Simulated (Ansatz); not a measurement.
Ideal-gas functions of ClFH4OSi2, SMILES `O[SiH](Cl)[SiH2]F` at 600 K and 1 bar, from an Ansatz frequency run at PBE0-D4/def2-TZVP.

Molar mass 130.65 g/mol, point group C1 (symmetry number 1), electronic degeneracy 1, moments of inertia 156.776, 346.131, 409.948 u Å². Harmonic wavenumbers (cm⁻¹, unscaled): 30, 92, 120, 218, 303, 309, 404, 497, 549, 722, 762, 787, 844, 857, 894, 931, 947, 2222, 2238, 2256, 3908.

Use S(trans) = R[1.5 ln M + 2.5 ln T − 1.1517]; rotational temperatures θ = 24.2544 K / I; S(rot) = R[ln(√π/σ · √(T³/θAθBθC)) + 1.5]; for each mode x = 1.438777 ν̃/T, S = R[x/(eˣ − 1) − ln(1 − e⁻ˣ)] and H = RT x/(eˣ − 1); 1 cm⁻¹ = 0.0119627 kJ/mol; R = 8.31446 J/(mol·K).

**Question.** By hand: the entropy, in J/(mol·K).

**Answer.** Translation 184.2. Rotation: θ = 0.1547, 0.0701, 0.0592 K, giving 127.6. Vibration, mode by mode: 30.20, 20.90, 18.70, 13.80, 11.15, 10.99, 8.90, 7.33, 6.60, 4.72, 4.37, 4.17, 3.74, 3.65, 3.40, 3.17, 3.08, 0.26, 0.25, 0.24, 0.01, in all 159.6. Electronic 0.0. Sum 471.4 J/(mol·K).

**Question.** By hand: H − E and G − E in kJ/mol, counted from the electronic energy.

**Answer.** Zero-point energy ½ × 19890 × 0.0119627 = 119.0; thermal vibration 44.9; translation, rotation and pV give 4 RT = 20.0. H − E = 183.9 kJ/mol, and G − E = 183.9 − 600 × 471.4/1000 = -98.9 kJ/mol.

Vibration gives 34 % of the entropy, 69.8 J/(mol·K) of it from the modes under 150 cm⁻¹: soft modes count most, and the harmonic formula is weakest for them. The sum counts one conformer and one mirror image; others add a mixing term.
